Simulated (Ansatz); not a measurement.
A structure relaxed at PBE0-D4/def2-TZVP, charge 0, multiplicity 2:

```xyz
9

C    -0.7059   -2.4071   -1.6808
C    -0.4407   -1.6453   -0.7757
Si   -0.0822   -0.4391    0.5480
C     0.1623    1.2482   -0.1721
Cl    1.6257   -1.0463    1.5130
H    -1.1888   -0.4896    1.5286
H    -0.7436    1.5653   -0.6948
H     0.3829    1.9702    0.6170
H     0.9903    1.2436   -0.8834
```

(1) Give its formula and SMILES.

(2) Summarise the bond lengths by kind.

Answers

(1) C3H4ClSi, `[C]#C[SiH](C)Cl`.

(2) 1 × C–C 1.212 Å; 2 × C–Si 1.826 to 1.851 Å; 1 × Cl–Si 2.054 Å; 1 × H–Si 1.479 Å; 3 × C–H 1.092 to 1.093 Å.

All numbers were calculated with Ansatz.
